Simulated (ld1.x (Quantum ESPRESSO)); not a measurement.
**H (Z = 1): one change to a TM potential, before and after**

```json
{
  "Element": "H (Z = 1)",
  "Generator": "ld1.x (Quantum ESPRESSO) 7.5",
  "Type": "norm-conserving Troullier–Martins (Kleinman–Bylander form)",
  "Functional": "PBE",
  "Relativity": "scalar-relativistic",
  "Frozen core": "none",
  "Valence charge": "1",
  "Reference configuration": "1s1",
  "Partial waves": "2p channel at 0.25 Ry: rc 1.50 bohr; 1s (bound): rc 1.45 bohr",
  "Local potential": "the s channel",
  "Core correction": "none"
}
```

All-electron outer shells of the reference configuration (PBE, scalar-relativistic, ld1.x):

```json
{"shell": "1s", "level (eV)": "-6.49", "outermost node (bohr)": "–", "outermost maximum (bohr)": "1.03"}
```

Change: wave 1s (bound): rc 1.45 bohr becomes 1s (bound): rc 1.84 bohr.

Cutoffs: the cutoffs (Ry, on a coarse ladder) from which the occupation-weighted sum of valence levels, in a spherical-Bessel basis at the reference potential, stays within 10 and 1 mRy of its value at 400 Ry; they do not see the model core or the augmentation charge, which bear on the density cutoff. Errors are all-electron minus pseudo energies relative to the spin-unpolarised reference configuration.

How do hardness, ghosts and transferability respond?

The potential gets softer (18 Ry and 30 Ry → 12 Ry and 21 Ry); neither file shows a bound ghost. A larger radius leaves more room for a smooth pseudo-wave, so fewer plane waves are needed.

```
                         quantity   base  changed
                    cutoff, loose  18 Ry    12 Ry
                    cutoff, tight  30 Ry    21 Ry
                     bound ghosts   none     none
error for 1s0.5, meV [ΔE 4.76 eV]   +2.9     +7.8
```
